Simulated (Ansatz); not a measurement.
Ni2H3⁺, relaxed as a triplet with UKS PBE0-D4/def2-TZVP in Ansatz, starting from the PBE0-D4/def2-TZVP geometry of the charge +1 singlet. Force threshold 0.02 eV/Å.

In the triplet, H4 and H5 lie 0.79 Å apart (atoms count from 1), so H2 has formed as a molecule. The structure comes from a short search, and lower isomers may exist.

Start:

```xyz
5

Ni   -0.848    0.441   -0.639
Ni    0.848   -0.441    0.639
H    -0.530   -0.896    0.085
H     0.668    0.139   -0.791
H    -0.138    0.757    0.705
```

| step | energy (eV) | largest force component (eV/Å) | SCF passes |
| --- | --- | --- | --- |
| 1 | -82113.3080 | 2.404 | 331 |
| 2 | -82113.9683 | 1.010 | 228 |
| 3 | -82114.1861 | 0.101 | 93 |
| 4 | -82114.1922 | 0.045 | 83 |
| 5 | -82114.1924 | 0.018 | 80 |
| 6 | -82114.1925 | 0.012 | 78 |
| 7 | -82114.2155 | 0.545 | 100 |
| 8 | -82114.3837 | 0.695 | 96 |
| 9 | -82114.7105 | 0.704 | 89 |
| 10 | -82114.8867 | 0.638 | 99 |
| 11 | -82115.0084 | 0.953 | 101 |
| 12 | -82115.0332 | 0.280 | 102 |
| 13 | -82115.0539 | 0.160 | 109 |
| 14 | -82115.0576 | 0.100 | 97 |
| 15 | -82115.1081 | 0.267 | 109 |
| 16 | -82115.2629 | 0.310 | 134 |
| 17 | -82115.3491 | 0.644 | 231 |
| 18 | -82115.4590 | 0.213 | 297 |
| 19 | -82115.5081 | 0.296 | 271 |
| 20 | -82115.5609 | 0.403 | 379 |
| 21 | -82115.6559 | 0.278 | 322 |
| 22 | -82115.7000 | 0.348 | 349 |
| 23 (rejected) | -82115.6780 | 1.114 | 295 |
| 24 | -82115.7194 | 0.190 | 282 |
| 25 | -82115.7300 | 0.129 | 290 |
| 26 | -82115.7385 | 0.032 | 318 |
| 27 | -82115.7395 | 0.017 | 265 |

Force components are those of the run's own axes.

End:

```xyz
5

Ni   -1.8489   -0.9586   -1.0542
Ni    0.1401   -0.0509    0.1977
H    -0.9181   -1.2657    0.1762
H     1.1732    1.3094    0.0116
H     1.4537    0.9658    0.6688
```

Bonds lost: Ni1–H4, Ni1–H5 (atoms count from 1).

The force fell under the threshold at step 5, but the optimiser went on and released 1.547 eV more. No frequencies were taken in this run, so the end may be a saddle point.

Run time 4.1 min (4 threads of Arm Neoverse V2 on a shared host).
